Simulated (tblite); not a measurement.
C4H3FNOS (doublet state).
SMILES with atom numbers: `[N:1]#[C:2][CH:3][C:4](=[S:5])[O:6][CH2:7][F:8]` (hydrogens: H9 on C3; H10, H11 on C7)
Bond orders are those of one Lewis drawing.

Computed with GFN2-xTB (tblite), gas phase: L-BFGS steps from a force-field or distance-geometry start until the largest atomic force falls under 0.01 eV/Å.

Geometry at step 16:
```
atom  x, y, z in Å
N1     -2.2232    1.3804   -1.4025
C2     -2.0981    0.6850   -0.4946
C3     -1.7198   -0.1823    0.4959
C4     -0.2903   -0.1557    0.7515
S5      0.2642    0.5148    2.1401
O6      0.4162   -0.6286   -0.2709
C7      1.7269   -0.2191   -0.4847
F8      2.5402   -1.2789   -0.6716
H9     -2.4786   -0.8030    0.9355
H10     2.1177    0.3279    0.3867
H11     1.7501    0.3622   -1.4114
```

Problem. What forces act on the atoms?

Solution. 
```json
{"atom": "N1", "Fx (eV/Å)": "-0.406", "Fy (eV/Å)": "0.682", "Fz (eV/Å)": "-0.614"}
{"atom": "C2", "Fx (eV/Å)": "0.443", "Fy (eV/Å)": "-0.608", "Fz (eV/Å)": "0.089"}
{"atom": "C3", "Fx (eV/Å)": "-0.013", "Fy (eV/Å)": "0.114", "Fz (eV/Å)": "0.069"}
{"atom": "C4", "Fx (eV/Å)": "-0.445", "Fy (eV/Å)": "-0.514", "Fz (eV/Å)": "0.134"}
{"atom": "S5", "Fx (eV/Å)": "-0.092", "Fy (eV/Å)": "-0.127", "Fz (eV/Å)": "-0.093"}
{"atom": "O6", "Fx (eV/Å)": "-0.034", "Fy (eV/Å)": "0.193", "Fz (eV/Å)": "-0.198"}
{"atom": "C7", "Fx (eV/Å)": "0.366", "Fy (eV/Å)": "0.123", "Fz (eV/Å)": "0.169"}
{"atom": "F8", "Fx (eV/Å)": "-0.105", "Fy (eV/Å)": "-0.272", "Fz (eV/Å)": "0.056"}
{"atom": "H9", "Fx (eV/Å)": "0.225", "Fy (eV/Å)": "0.086", "Fz (eV/Å)": "0.514"}
{"atom": "H10", "Fx (eV/Å)": "-0.002", "Fy (eV/Å)": "0.140", "Fz (eV/Å)": "-0.044"}
{"atom": "H11", "Fx (eV/Å)": "0.063", "Fy (eV/Å)": "0.182", "Fz (eV/Å)": "-0.082"}
```

The largest, 1.00 eV/Å, acts on N1; the rms over all components is 0.294 eV/Å. The forces sum to zero within rounding, as they must for an isolated molecule in no field.

Problem. Give the force on N1 in Eh/bohr and in nN.

Solution. 1.003 eV/Å ÷ 51.422 = 0.01951 Eh/bohr, and 1.003 eV/Å × 1.602 = 1.61 nN.

Problem. How far is this geometry from the end of the optimisation?

Solution. 0.797 eV above it, and 0.610 Å rms away after alignment. The bonds farthest from their final lengths, with half the difference of the two atoms' forces along the bond (positive lengthens):

```csv
bond,now (Å),final (Å),force along bond (eV/Å)
C3–C4,1.452,1.377,-0.21
C4=S5,1.639,1.696,+0.04
C2–C3,1.370,1.391,-0.30
C4–O6,1.330,1.350,+0.11
C7–F8,1.349,1.362,+0.02
O6–C7,1.390,1.382,+0.15
```

The angle farthest from its final value is C2–C3–C4, 112.8° against 122.7°.

Of the 5 listed bonds off by 0.010 Å or more, this force points towards the final length in 4.

What follows is the cost of the whole relaxation. The run took 0.72 s of wall time on Arm Neoverse N1, one thread, on a shared host.
